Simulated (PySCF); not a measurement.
# What a mistake does to a calculation on B2CH7Si cation

All numbers below are calculated, not measured. The program is PySCF 2.14.0, an open-source quantum chemistry code, run on an isolated molecule that a program drew, which may never have been made. The molecule is B2CH7Si cation (charge +1, singlet), drawn as the SMILES string `B[SiH+]BC`.

Each row is a Hartree-Fock (HF) and frozen-core CCSD(T) single point in the cc-pV(D+d)Z basis, meant for a local HF minimum. Run 1 is clean. Each other run has one planted mistake out of seven kinds, and not every kind appears here: one electron removed, one electron added, multiplicity raised by two, geometry at a saddle point, minimal basis STO-3G, one bond length entered in bohr, all coordinates scaled. The reference is restricted for singlets and unrestricted otherwise, and also for a bond in bohr. Adding or removing an electron swaps singlet and doublet. Electrons count all cores. HOMO and LUMO are orbital energies over both spins, the gradient is its largest component, and the lowest frequency (negative if imaginary) is given only where the gradient is small. Bond lengths are over the 10 bonds as drawn. T1 is the CCSD diagnostic: over 0.02 (restricted) or 0.045 (unrestricted) a single reference is doubtful.

Geometry of the clean run:
```xyz
11
B2CH7Si cation, angstrom
B    -2.8375    0.5493   -0.2496
Si   -1.1125    0.2834   -1.2866
B     0.8088    0.6641   -0.6728
C     1.7381   -0.4056   -0.0251
H    -3.3809    1.6074   -0.3094
H    -3.2634   -0.3597    0.3914
H    -1.2916   -0.2176   -2.6634
H     1.1620    1.7823   -0.9068
H     2.4742   -0.6642   -0.8023
H     1.2731   -1.3293    0.3164
H     2.3186    0.0370    0.7891
```

```
run,electrons,basis functions,<S^2>,HOMO (eV),LUMO (eV),gradient (hartree/bohr),lowest frequency (cm^-1),mean bond (Å),longest bond (Å),T1,HF (hartree),CCSD(T) (hartree),mistake
1,36,100,0.000,-16.20,-5.11,1.5e-05,65,1.3978,2.053,0.0141,-379.92851,-380.38177,no fault
2,36,100,0.000,-16.06,-5.14,1.4e-02,-,1.4286,2.098,0.0141,-379.92453,-380.38029,all coordinates scaled
3,36,100,2.033,-13.01,-7.76,7.1e-02,-,1.3978,2.053,0.0241,-379.81452,-380.26579,multiplicity raised by two
4,36,100,0.879,-13.26,-5.59,7.1e-03,-,1.5785,3.836,0.0451,-379.82477,-380.26138,one bond length entered in bohr
5,37,100,0.770,-6.83,1.13,1.6e-02,-,1.3978,2.053,0.0138,-380.14734,-380.61800,?
6,35,100,0.793,-22.87,-14.06,8.0e-02,-,1.3978,2.053,0.0231,-379.37213,-379.80813,?
```

**Which mistake was planted in run 5, and what did it cost?**

It counts 37 electrons, one more than the clean run, at the same geometry and basis. So the mistake is: one electron added. Subtracting run 1 and multiplying by 627.51 kcal/mol a hartree, the energy moved by -137.3 kcal/mol in HF and -148.2 kcal/mol in CCSD(T).

**Which mistake was planted in run 6, and what did it cost?**

It counts 35 electrons, one fewer than the clean run, at the same geometry and basis. So the mistake is: one electron removed. Subtracting run 1 and multiplying by 627.51 kcal/mol a hartree, the energy moved by 349.1 kcal/mol in HF and 360.0 kcal/mol in CCSD(T).

Cautions from the logs. Run 4: T1 is over the limit, so its CCSD(T) energy is less reliable.
